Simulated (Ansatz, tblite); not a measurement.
Removing and adding an electron: Al₆N₇H₂₀⁺, a cluster cut from zinc blende AlN (hydrogen-capped). Charge 1, multiplicity 1. Geometry: PBE-D4/def2-SVP. Ansatz, gas phase; energy differences of separate SCF runs; the oxidised species was run as a doublet alone; the reduced species was run as a doublet alone.

```xyz
33

N     2.7496    0.5655   -0.0386
N    -2.9201    0.2633   -1.5696
N     0.1696    1.7788    0.9295
N     0.2049    0.1425   -1.7089
N     1.4826   -2.2124   -0.1738
N    -1.2078   -0.9969    0.7282
N     1.3349   -0.5737    2.4019
Al   -1.3587    1.1756   -2.3537
Al    1.1302    1.5140   -0.7517
Al    2.5576   -1.0740    0.9810
Al   -2.9364   -0.0972    0.3681
Al   -0.4473    0.2428    1.9684
Al   -0.2472   -1.4894   -0.8396
H     3.3107    1.2502    0.4982
H     3.3595    0.3906   -0.8566
H    -3.1551   -0.5905   -2.1051
H    -3.7295    0.8847   -1.7481
H     0.6873    2.4356    1.5370
H    -0.6891    2.3050    0.6777
H     0.7199   -0.0915   -2.5758
H     2.0442   -2.5102   -0.9907
H     1.2946   -3.1126    0.3012
H    -1.4803   -1.8660    1.2201
H     1.8150    0.0472    3.0770
H     1.1326   -1.4029    2.9877
H    -1.1440    2.5147   -1.4566
H    -1.4240    1.1968   -3.9438
H     1.6877    2.7941   -1.5023
H     3.9202   -1.7281    1.4655
H    -2.6116    1.3299    1.0762
H    -4.1668   -1.0159    0.7874
H    -1.1365    0.5181    3.3690
H    -0.9471   -2.5881   -1.7591
```

The xTB rows come from tblite. Correlated methods freeze 37 core orbitals. Single mean-field runs in def2-TZVP are fitted with def2-universal-jkfit.

```
             level  −HOMO (eV)  vertical IE (eV)  −LUMO (eV)  vertical EA (eV)  HOMO–LUMO gap (eV)  IE − EA (eV)
          GFN1-xTB       13.64             15.75        8.58              6.66                5.06          9.09
 PBE0-D4/def2-TZVP       10.79             12.40        3.88              2.80                6.91          9.60
PBE-QIDH/def2-TZVP           –             13.16           –              2.48                   –         10.68
```

Q: Estimate the rows for GFN2-xTB, PBE-D4/def2-TZVP.

A: 
| level | −HOMO (eV) | vertical IE (eV) | −LUMO (eV) | vertical EA (eV) | HOMO–LUMO gap (eV) | IE − EA (eV) |
| --- | --- | --- | --- | --- | --- | --- |
| GFN2-xTB | 13.32 | 15.40 | 8.10 | 6.18 | 5.22 | 9.22 |
| PBE-D4/def2-TZVP | 9.55 | – | 4.70 | 3.13 | 4.85 | – |

Relaxing the oxidised species (PBE-D4/def2-SVP) changes its energy by -1.40 eV at PBE0-D4/def2-TZVP, so the adiabatic ionisation energy to this nearest minimum is 10.99 eV. In the charge 2 doublet, H26 and H30 lie 1.02 Å apart (atoms count from 1), so these atoms are partly bonded to each other. Relaxing the reduced species (PBE-D4/def2-SVP) changes its energy by -0.17 eV at PBE-D4/def2-TZVP, so the adiabatic electron affinity to this nearest minimum is 3.30 eV. At PBE0-D4/def2-TZVP it is 2.96 eV.  Run but left out: PBE-D4/def2-TZVP (charge +2 doublet: an occupied level 0.07 eV above an empty one).   Raw xTB energy differences between charge states are shifted by several eV; the methods need an empirical correction for them.
